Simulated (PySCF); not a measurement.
## Spin-rotation constants: `N#C[Si@@H](O[SiH3])N([SiH3])[SiH3]`, CH10N2OSi4

Geometry:
| atom | x (Å) | y (Å) | z (Å) |
| --- | --- | --- | --- |
| N1 | 1.853 | 3.083 | -0.669 |
| C2 | 1.389 | 2.063 | -0.901 |
| Si3 | 0.626 | 0.407 | -1.315 |
| O4 | 1.619 | -0.707 | -0.711 |
| Si5 | 2.288 | -1.810 | 0.273 |
| N6 | -0.954 | 0.358 | -0.611 |
| Si7 | -1.821 | 1.865 | -0.395 |
| Si8 | -1.589 | -1.180 | -0.081 |
| H9 | 0.618 | 0.210 | -2.762 |
| H10 | 2.336 | -1.257 | 1.625 |
| H11 | 1.454 | -3.009 | 0.201 |
| H12 | 3.619 | -2.017 | -0.293 |
| H13 | -1.301 | 2.567 | 0.779 |
| H14 | -3.229 | 1.522 | -0.216 |
| H15 | -1.620 | 2.654 | -1.610 |
| H16 | -1.065 | -1.503 | 1.251 |
| H17 | -1.188 | -2.195 | -1.056 |
| H18 | -3.043 | -1.044 | -0.049 |

Level of theory: GIAO KT1/pcSseg-1 magnetisability, rotational g tensor and spin-rotation constants, non-relativistic, gas phase (PySCF 2.14.0). Geometry: GFN2-xTB.

Problem. Give the nuclear spin-rotation constants along the inertial axes (H = +C I·J) beside the isotropic shieldings.

Solution. Rotational constants 1.1519, 0.8280, 0.5260 GHz. A star marks the isotopologue with that one atom substituted, in its own axes.
| atom | isotope | Caa (kHz) | Cbb (kHz) | Ccc (kHz) | mean (kHz) | σ (ppm) |
| --- | --- | --- | --- | --- | --- | --- |
| N1 | 14N | 0.263 | 0.063 | 0.110 | 0.145 | -61.9 |
| N6 | 14N | 0.030 | 0.031 | 0.017 | 0.026 | 253.6 |
| H9 | 1H | -0.107 | -0.075 | 0.030 | -0.051 | 26.4 |
| H10 | 1H | -0.097 | -0.073 | 0.028 | -0.047 | 26.0 |
| H11 | 1H | -0.093 | 0.038 | -0.045 | -0.033 | 26.0 |
| H12 | 1H | -0.013 | -0.032 | -0.037 | -0.027 | 26.1 |
| H13 | 1H | -0.101 | -0.051 | 0.014 | -0.046 | 26.3 |
| H14 | 1H | -0.048 | 0.008 | -0.053 | -0.031 | 26.7 |
| H15 | 1H | -0.074 | -0.031 | -0.013 | -0.039 | 26.4 |
| H16 | 1H | -0.058 | -0.075 | 0.007 | -0.042 | 26.5 |
| H17 | 1H | -0.048 | -0.066 | -0.004 | -0.039 | 26.5 |
| H18 | 1H | 0.001 | -0.026 | -0.053 | -0.026 | 26.6 |
| C2 | 13C* | 0.445 | 0.087 | 0.188 | 0.240 | 75.8 |
| Si3 | 29Si* | -0.593 | -0.478 | -0.292 | -0.454 | 419.7 |
| O4 | 17O* | -0.154 | -0.042 | -0.046 | -0.081 | 286.0 |
| Si5 | 29Si* | -0.612 | -0.497 | -0.312 | -0.474 | 395.4 |
| Si7 | 29Si* | -0.584 | -0.479 | -0.322 | -0.462 | 404.1 |

For the geometry as given, no vibrational averaging.
